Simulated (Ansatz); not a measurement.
The same path of Cl3F2HOW + FH (10 atoms, charge 0, multiplicity 1) was run twice with different band settings. Lost on the way: W1–Cl2, F9–H10. Made: W1–F9, Cl2–H10.

Computed with RHF/def2-SVP (Ansatz).

Relaxed end points:

```xyz
10
Properties=species:S:1:pos:R:3
W -0.265 -0.181 -0.210
Cl 0.127 0.068 2.088
Cl 2.012 -0.208 -0.528
Cl -0.312 2.077 -0.595
O -2.024 -0.226 0.166
H -2.860 -0.257 0.613
F -0.168 -2.016 -0.026
F -0.532 -0.484 -2.002
F 2.572 2.473 2.380
H 2.077 1.726 2.482
```

```xyz
10
Properties=species:S:1:pos:R:3
W 0.228 0.049 -0.532
Cl -0.619 0.974 3.707
Cl 2.217 -0.005 -1.703
Cl -0.146 2.195 -1.268
O -1.192 0.097 0.581
H -1.486 0.265 1.475
F 0.591 -1.693 -0.044
F -0.732 -0.614 -1.937
F 1.230 0.650 0.920
H 0.537 1.053 3.170
```

Common settings: movable images 9; climbing image yes; optimiser quadratic models (default); start path through a guess of the saddle point; force threshold 0.05 eV/Å; iteration limit 60; end points relaxed.

| run | spring |
| --- | --- |
| 1 | 5.0 eV/Å² |
| 2 | 0.5 eV/Å² |

Task: What does each run give, and how far can it be trusted?

Result: Run 1: converged after 31 iterations, highest image 1.167 eV above the first end. A vibrational analysis at the climbing image gives one clearly imaginary mode, 836i cm⁻¹: a first-order saddle point.
Run 2: converged after 31 iterations, highest image 1.167 eV above the first end. Another band between the same ends (9 images) ends at a top of the same energy, where a vibrational analysis finds 1 clearly imaginary mode.
The orbitals stay closed-shell, which can raise the energy where a bond breaks towards radicals; this wasn't checked here.
